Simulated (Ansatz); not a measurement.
`CBCCF` at its PBE0-D4/def2-TZVP geometry, where that method's forces vanish. Total charge 0; spin multiplicity 1.

| atom | x (Å) | y (Å) | z (Å) |
| --- | --- | --- | --- |
| C1 | 1.071 | 1.269 | -0.612 |
| B2 | 0.856 | -0.273 | -0.647 |
| C3 | -0.292 | -1.049 | 0.078 |
| C4 | -1.304 | -0.242 | 0.843 |
| F5 | -2.251 | -1.069 | 1.433 |
| H6 | 1.917 | 1.440 | 0.073 |
| H7 | 0.236 | 1.870 | -0.247 |
| H8 | 1.411 | 1.663 | -1.574 |
| H9 | 1.657 | -0.941 | -1.245 |
| H10 | 0.178 | -1.788 | 0.743 |
| H11 | -0.798 | -1.665 | -0.679 |
| H12 | -0.836 | 0.336 | 1.645 |
| H13 | -1.845 | 0.449 | 0.189 |

Task: For each bond, give half the difference of the two atoms' forces along it (eV/Å; positive pushes the atoms apart) under PBE-D4, r2SCAN-D4, B3LYP-D4, ωB97M-V in def2-TZVPP. (Estimate.)

Result: Ansatz gave: 
```json
{"bond": "C1–B2", "length (Å)": "1.558", "PBE-D4": "-0.08", "r2SCAN-D4": "0.00", "B3LYP-D4": "0.08", "ωB97M-V": "0.11"}
{"bond": "C1–H6", "length (Å)": "1.101", "PBE-D4": "0.16", "r2SCAN-D4": "0.01", "B3LYP-D4": "-0.03", "ωB97M-V": "-0.06"}
{"bond": "C1–H7", "length (Å)": "1.091", "PBE-D4": "0.11", "r2SCAN-D4": "-0.02", "B3LYP-D4": "-0.04", "ωB97M-V": "-0.06"}
{"bond": "C1–H8", "length (Å)": "1.094", "PBE-D4": "0.14", "r2SCAN-D4": "-0.01", "B3LYP-D4": "-0.04", "ωB97M-V": "-0.06"}
{"bond": "B2–C3", "length (Å)": "1.563", "PBE-D4": "-0.09", "r2SCAN-D4": "-0.01", "B3LYP-D4": "0.02", "ωB97M-V": "0.06"}
{"bond": "B2–H9", "length (Å)": "1.202", "PBE-D4": "0.07", "r2SCAN-D4": "-0.03", "B3LYP-D4": "-0.15", "ωB97M-V": "-0.16"}
{"bond": "C3–C4", "length (Å)": "1.503", "PBE-D4": "-0.06", "r2SCAN-D4": "0.04", "B3LYP-D4": "0.13", "ωB97M-V": "0.13"}
{"bond": "C3–H10", "length (Å)": "1.100", "PBE-D4": "0.16", "r2SCAN-D4": "-0.01", "B3LYP-D4": "-0.07", "ωB97M-V": "-0.10"}
{"bond": "C3–H11", "length (Å)": "1.100", "PBE-D4": "0.15", "r2SCAN-D4": "-0.02", "B3LYP-D4": "-0.07", "ωB97M-V": "-0.10"}
{"bond": "C4–F5", "length (Å)": "1.389", "PBE-D4": "0.53", "r2SCAN-D4": "0.35", "B3LYP-D4": "0.40", "ωB97M-V": "0.25"}
{"bond": "C4–H12", "length (Å)": "1.095", "PBE-D4": "0.08", "r2SCAN-D4": "-0.07", "B3LYP-D4": "-0.14", "ωB97M-V": "-0.14"}
{"bond": "C4–H13", "length (Å)": "1.095", "PBE-D4": "0.09", "r2SCAN-D4": "-0.07", "B3LYP-D4": "-0.14", "ωB97M-V": "-0.14"}
```

B3LYP here is the variant with VWN-RPA as its local correlation; programs differ in this.
